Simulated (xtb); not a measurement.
CdHCl, SMILES [Cl][CdH]. All values are semi-empirical tight-binding results from xtb (GFN2-xTB unless named), good for trends rather than for accurate numbers. The structure is a stationary point at GFN2-xTB.

For metal compounds this method's bond lengths and energies can be far off.

**Question.** Estimate the properties. (An estimate is asked for; the answer gives what the named calculation found.)

**Answer.** 
```
Property                                       Result
-------------------------------------  --------------
point group as xtb finds it                        Cs
orbital gap                                   5.37 eV
zero-point energy                        2.7 kcal/mol
G − E(el) at 298.15 K (modified RRHO)  -13.9 kcal/mol
```
